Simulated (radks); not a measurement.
Results of a calculation; reference values are marked as such.
All-electron atom: Dy IV in [Xe] 4f7 6s2 (not the ground configuration). Code: a radial shooting solver on a logarithmic mesh with Libxc functionals. Model: scalar-relativistic Kohn-Sham, r2SCAN, spin-unpolarised, spherical densities, finite nucleus; meta-GGA in the generalised Kohn-Sham scheme; Fermi nuclear charge, rms radius 5.2218 fm.

Radial electron density D(r) = 4 pi r^2 rho(r):

| r (bohr) | D(r) (e/bohr) |
|---|---|
| 0.0008836 | 3.833 |
| 0.001188 | 6.187 |
| 0.001597 | 9.848 |
| 0.002147 | 15.38 |
| 0.002887 | 23.42 |
| 0.003882 | 34.48 |
| 0.005219 | 48.52 |
| 0.007073 | 64.73 |
| 0.009509 | 79.15 |
| 0.01278 | 87.69 |
| 0.01719 | 87.17 |
| 0.02311 | 80.58 |
| 0.03107 | 79.35 |
| 0.04177 | 93.86 |
| 0.05661 | 114.8 |
| 0.07612 | 113.8 |
| 0.1023 | 93.26 |
| 0.1376 | 93.05 |
| 0.185 | 105.2 |
| 0.2487 | 77.16 |
| 0.3344 | 45.83 |
| 0.4532 | 53.08 |
| 0.6093 | 45.21 |
| 0.8191 | 22.94 |
| 1.101 | 13.46 |
| 1.481 | 7.645 |
| 1.991 | 2.834 |
| 2.676 | 1.322 |
| 3.627 | 0.5360 |
| 4.877 | 0.07777 |
| 6.557 | 0.002715 |

D(r) has 4 maxima, at r = 0.0145, 0.0649, 0.181, 0.491 bohr, and minima at 0.0278, 0.119, 0.354 bohr, inside which lie 1.92, 11.16, 29.42 electrons.
